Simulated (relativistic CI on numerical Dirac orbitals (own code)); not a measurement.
# Sn XIII: sensitivity of the levels to the model

Base calculation: Dirac-Coulomb-Breit CI, KLI orbitals optimised for each configuration, QED by a radiative potential, unscaled Slater integrals.

Configuration list (outside the closed core [Ar] 3d10): 4s²4p⁶4d², 4s²4p⁵4d³, 4s²4p⁶4d4f, 4s²4p⁶4d5s, 4s4p⁶4d³, 4s²4p⁵4d²4f, 4s²4p⁶4d5p, 4s²4p⁶4f5s, 4s4p⁶4d²4f, 4s²4p⁶4d5d, 4s²4p⁶5s5p, 4s²4p⁵4d²5s, 4s²4p⁶4d6s, 4s²4p⁶4d5f, 4s²4p⁶4d6p, 4s²4p⁶4d5g, 4s²4p⁵4d²5p, 4s²4p⁶4d6d, 4s²4p⁶4d7s, 4s²4p⁶4d6f, 4s²4p⁶4d7p, 4s²4p⁶4f², 4s²4p⁵4f³, 4s²4p⁶5s², 4s²4p⁵4f5s², 4p⁶4d⁴, 4p⁵4d⁵, 4p⁵4d⁴4f, 4s²4p⁶4f5p, 4s²4p⁵4f²5p, 4s²4p⁶5p², 4s²4p⁵4f5p². Double excitations out of closed p, d and f shells are left out; levels of such configurations are missing from the list, as are those of other unlisted configurations, and high levels can miss mixing partners. These lack a partner that the ground configuration has and come out too high: 4s4p⁶4d²4f, 4s²4p⁵4d²5s, 4s²4p⁵4d²5p.

Variants: (1) QED terms removed; (2) configuration mixing switched off. Shifts of the energy above 4s²4p⁶4d² ³F2, in cm⁻¹, for the lowest level and the first level of each name with at least 55 % of one term (blank where a level changes its place among those of its configuration and J or its character, or is not in the variant):

| Level | Base | Δ(1) | Δ(2) |
| --- | --- | --- | --- |
| 4s²4p⁶4d² ³F2 | 0 | 0 | 0 |
| 4s²4p⁶4d² ³F3 | 9458 | -32 | -32 |
| 4s²4p⁶4d² ³F4 | 18260 | -55 | +61 |
| 4s²4p⁶4d² ³P0 | 24621 | -9 | +2188 |
| 4s²4p⁶4d² ³P1 | 29381 | -29 | +2283 |
| 4s²4p⁶4d² ¹G4 | 41346 | -46 | +1703 |
| 4s²4p⁶4d² ¹S0 | 92221 | -52 | -1893 |
| 4s²4p⁵4d³ ⁵D°1 | 534036 | +109 | -17336 |
| 4s²4p⁵4d³ ⁵S°2 | 535882 | +79 | -16227 |
| 4s²4p⁵4d³ ⁵D°0 | 536803 | +101 | -17760 |
| 4s²4p⁵4d³ ⁵F°5 | 546923 | +77 | -15698 |
| 4s²4p⁵4d³ ⁵G°6 | 556814 | +74 | -14421 |
| 4s²4p⁵4d³ ³G°3 | 563379 | +87 | -12683 |
| 4s²4p⁵4d³ ³G°4 | 566722 | +76 | -14403 |
| 4s²4p⁵4d³ ³P°1 | 574601 | +73 | -12964 |
| 4s²4p⁵4d³ ³G°5 | 578357 | +69 | -13342 |
| 4s²4p⁵4d³ ³D°3 | 578658 | +73 | -15710 |
| 4s²4p⁵4d³ ³H°6 | 581629 | +83 | -13238 |
| 4s²4p⁵4d³ ³D°2 | 585084 | +81 | -14404 |
| 4s²4p⁵4d³ ³P°0 | 587202 | +114 | -16871 |
| 4s²4p⁵4d³ ³I°7 | 589664 | +74 | -14267 |
| 4s²4p⁵4d³ ³F°4 | 593172 | +61 |  |

At this charge energies of transitions that change n are usually good to better than 1 %, and those within a shell (Δn = 0) to a few per cent. Terms inside the open d or f shell come out 10 to 20 % too wide with unscaled integrals.

Ionisation energy from the two ground configurations alone: base 257.802 eV. The NIST ASD value (theoretical) is 258 eV.

LS names give the leading component of a level, which can be under half, so a name can repeat, a term be missing and a line seem to break the LS rules.
